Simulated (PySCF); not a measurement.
**Computed vibrations of PbCl2**

PbCl2 (singlet). PySCF 2.14.0, RKS PBE0, Pb def2-SVP with ECP60, Cl def2-SVP; non-relativistic Hamiltonian with scalar-relativistic core potentials where named; density fitting; no spin-orbit coupling. Central differences of gradients.

```xyz
3

Pb    0.0000    0.0000   -0.4034
Cl    1.8962    0.0000    1.1997
Cl   -1.8962    0.0000    1.1997
```

Run from Python with OMP_NUM_THREADS=2. Where DIIS fails, smearing, a level shift and second-order steps follow.
It took 7.4 s on 2 threads of Arm Neoverse V1, on a shared host.

(1) What are the harmonic wavenumbers and infrared intensities?

(2) Is this a minimum?

Answers

(1) Modes are labelled in C2v; negative numbers are unstable modes, those under 60 cm⁻¹ near the noise; a finer grid moves soft modes by up to 10 cm⁻¹.
```
cm⁻¹  km/mol  symmetry
 100     3.0        a1
 322    72.2        b2
 334    35.3        a1
```

(2) Yes. Ideal gas at 298.15 K and 1 bar: S = 315.0 J/(mol K), Cp = 55.0 J/(mol K), H − H(0 K) = 13.9 kJ/mol (rigid rotor, harmonic modes, spin degeneracy alone).
